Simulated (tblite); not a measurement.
Species: C₃H₁₀BO₂Si (doublet state).
Atom-mapped SMILES: `[CH3:1][CH2:2][O:3][B:4]([OH:5])[CH2:6][SiH2:7]` (hydrogens: H8, H9, H10 on C1; H11, H12 on C2; H13 on O5; H14, H15 on C6; H16, H17 on Si7)

Computed with GFN2-xTB (tblite), gas phase: L-BFGS steps from a force-field or distance-geometry start until the largest atomic force falls under 0.01 eV/Å.

Step 198: E = -615.9343 eV
```
atom  x, y, z in Å  |  force x, y, z in eV/Å
C1     -2.6758    0.0991    0.6905    0.002   0.009   0.002
C2     -1.5314   -0.2408   -0.2557   -0.034   0.007  -0.009
O3     -0.4192    0.5759    0.0362   -0.006   0.008  -0.001
B4      0.7270    0.5838   -0.7001    0.008  -0.029   0.002
O5      0.9401   -0.2044   -1.7894   -0.002  -0.001  -0.012
C6      1.9062    1.4940   -0.1898    0.021  -0.002  -0.026
Si7     2.9160    0.4423    1.0262   -0.017  -0.009   0.006
H8     -2.9759    1.1352    0.5536    0.013  -0.020   0.001
H9     -2.3614   -0.0333    1.7225    0.011  -0.015  -0.024
H10    -3.5245   -0.5492    0.4868    0.002   0.010   0.013
H11    -1.2520   -1.2997   -0.1426   -0.020   0.015   0.002
H12    -1.8556   -0.0755   -1.2949    0.005  -0.026   0.009
H13     0.2217   -0.7799   -2.0546    0.015   0.017   0.027
H14     2.5464    1.8073   -1.0111    0.012   0.012   0.002
H15     1.5365    2.3858    0.3092   -0.001   0.006   0.022
H16     2.1655   -0.0067    2.1984    0.006   0.007  -0.012
H17     3.6293   -0.6726    0.4050   -0.015   0.009   0.001
```

Step 199: E = -615.9345 eV
```
atom  x, y, z in Å  |  force x, y, z in eV/Å
C1     -2.6722    0.0938    0.6919   -0.021   0.012   0.020
C2     -1.5310   -0.2367   -0.2585   -0.015   0.020  -0.007
O3     -0.4195    0.5816    0.0328    0.027  -0.020  -0.027
B4      0.7293    0.5834   -0.7021   -0.016  -0.012  -0.003
O5      0.9411   -0.2052   -1.7924   -0.007   0.023   0.036
C6      1.9085    1.4937   -0.1914    0.016  -0.030  -0.034
Si7     2.9146    0.4410    1.0264   -0.001  -0.010  -0.009
H8     -2.9745    1.1289    0.5606   -0.006   0.015   0.002
H9     -2.3534   -0.0421    1.7213    0.014  -0.019   0.006
H10    -3.5197   -0.5560    0.4884    0.000   0.010   0.011
H11    -1.2517   -1.2945   -0.1527    0.016  -0.037   0.012
H12    -1.8597   -0.0680   -1.2937   -0.006  -0.007  -0.052
H13     0.2196   -0.7774   -2.0546    0.006   0.001   0.011
H14     2.5488    1.8064   -1.0122    0.020   0.016  -0.008
H15     1.5386    2.3846    0.3073   -0.008   0.027   0.032
H16     2.1674    0.0181    2.2091   -0.001  -0.002   0.001
H17     3.6067   -0.6902    0.4098   -0.019   0.016   0.009
```

Problem. Estimate the geometry and energy of step 200. (The exact step hangs on the optimiser's Hessian estimate; all steps are aligned on step 199, rigid shifts and turns removed.)

Solution. E = -615.9348 eV, largest force 0.039 eV/Å
```
atom  x, y, z in Å  |  force x, y, z in eV/Å
C1     -2.6676    0.0887    0.6984    0.006   0.017   0.022
C2     -1.5330   -0.2316   -0.2652   -0.023   0.010  -0.012
O3     -0.4193    0.5845    0.0259    0.014  -0.025  -0.027
B4      0.7309    0.5825   -0.7072   -0.012  -0.002   0.002
O5      0.9416   -0.2087   -1.7956   -0.004   0.022   0.032
C6      1.9111    1.4922   -0.1964    0.014  -0.029  -0.020
Si7     2.9089    0.4436    1.0330   -0.006  -0.006  -0.017
H8     -2.9724    1.1255    0.5796    0.007  -0.015   0.008
H9     -2.3406   -0.0579    1.7251    0.003  -0.011  -0.036
H10    -3.5157   -0.5600    0.4940    0.001   0.012   0.016
H11    -1.2519   -1.2918   -0.1736    0.000   0.005   0.011
H12    -1.8704   -0.0515   -1.2972    0.008  -0.014  -0.012
H13     0.2178   -0.7783   -2.0572    0.006  -0.002   0.009
H14     2.5570    1.7987   -1.0157    0.008   0.013   0.000
H15     1.5412    2.3870    0.2970    0.002   0.008   0.017
H16     2.1564    0.0340    2.2171    0.000  -0.002  -0.003
H17     3.5991   -0.6955    0.4279   -0.023   0.020   0.010
```

The energy changes by -0.0003 eV. The first-order estimate −F·Δx gives -0.0005 eV and the mean of the old and new forces, exact on a quadratic surface, -0.0003 eV. The step makes an angle of 86° with the force vector and moves no atom by more than 0.021 Å.

The cost below is that of the whole relaxation. The run took 1.1 s on one thread, Intel Xeon 6975P-C (x86_64) (shared host).
